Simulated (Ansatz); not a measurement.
Reaction (hydrogenolysis of the In–F bond): `[F][In]([F])[F]` + H₂ → `[F][InH][F]` + H–F

Calculated with Ansatz (gas phase, PBE0-D4/def2-TZVP geometries, no zero-point term in ΔE). CBS: MP2 limit from def2 TZ/QZ plus the TZ coupled-cluster correction, frozen cores. This one scheme is used for every species. Functionals use def2-TZVPP. def2 core potentials past Kr. For In outer-core shells are correlated without core-valence functions, which leaves a few kJ/mol of doubt a bond.

```tsv
level	ΔE (kJ/mol)
PBE-D4	0.7
B97M-V	2.7
ωB97M-V	-2.0
CCSD/CBS(def2)	-4.5
```

**Question.** What does CCSD(T)/CBS give? (An estimate is asked.)

**Answer.** The calculation gave: -0.4 kJ/mol. The listed levels differ from it by 1.1, 3.1, -1.6, -4.1 kJ/mol.

**Question.** What do rigid-rotor, harmonic-oscillator terms from PBE0-D4/def2-TZVP frequencies (298.15 K, 1 bar) make of the CCSD(T)/CBS value? (Estimate.)

**Answer.** Computed: ΔZPE = +9.5 kJ/mol, ΔH = +6.7 kJ/mol, ΔS = 25 J/(mol·K), ΔG = -0.8 kJ/mol.

Largest T1 diagnostic among the species: 0.018.

From PBE to PBE0 (25 % exact exchange), in def2-TZVPP and without D4, ΔE moves by −8.8 kJ/mol. At CCSD(T), def2-SVP lies +10.6 kJ/mol from the extrapolated value and def2-TZVPP −3.7 kJ/mol.
